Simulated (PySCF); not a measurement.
**Unknown compound**

An unknown has the formula C$_{5}$H$_{7}$ClO$_{2}$. Its calculated NMR data are:

1H NMR (600 MHz, computed): δ 6.68 (s, 1H), 3.96 (s, 3H), 1.98 (s, 3H).

13C{1H} NMR (computed): δ 170.0 (C), 167.8 (CH), 112.5 (C), 61.9 (CH3), 20.7 (CH3).

Theoretical values (PySCF 2.14): GFN2-xTB geometry, σ from GIAO-PBE0/pcSseg-1. Non-relativistic Hamiltonian, one computed conformer, isolated molecule, equivalent nuclei averaged.

Shifts are taken against calculated references (same method and geometry level): 1H, 13C vs TMS.

**Question.** Propose a structure and justify it.

**Answer.** 
1. The formula gives 2 degrees of unsaturation (no ring in the answer).
2. 5 carbon signals for 5 carbons: no two carbons are equivalent.
3. Carbon types of the structure: 2 × C, 1 × CH, 2 × CH3, which accounts for all hydrogens.
4. δC 170.0: carbonyl carbon.
5. δC 167.8: alkene carbon bearing oxygen; an sp2 carbon further deshielded by the attached heteroatom.
6. δC 112.5: β carbon of an enol-ether or enamine type C=C; the O or N lone pair pushes π density onto this β carbon and shields it.
7. δC 61.9: methyl carbon bonded to O; the inductive effect lowers its shielding.
8. δC 20.7: allylic methyl carbon; saturated and bonded to C and H only.
9. δH 6.68: hydrogen on an alkene carbon bearing oxygen; olefinic region.
10. δH 1.98: hydrogen on an allylic methyl carbon; allylic position.

These data were computed for `InChI=1S/C5H7ClO2/c1-4(3-8-2)5(6)7/h3H,1-2H3/b4-3-`.

The shifts were computed for this structure.

Carbons that carry Cl, above all several Cl atoms, come out too deshielded, partly because spin–orbit coupling is missing. Shifts are as computed. Against solution values, carbons near 30 ppm lie about +3 ppm off and those near 130 ppm about +5 ppm; carbons on Cl a further +6 ppm. Of 1211 compounds with measured shifts, 218 miss one by over three times the rms of a fit or turn the order of signals round; such compounds aren't used in these exercises. Multiplicities follow the n + 1 count of equivalent neighbours, as no J values were calculated; m marks all less simple cases, F and P coupling included.
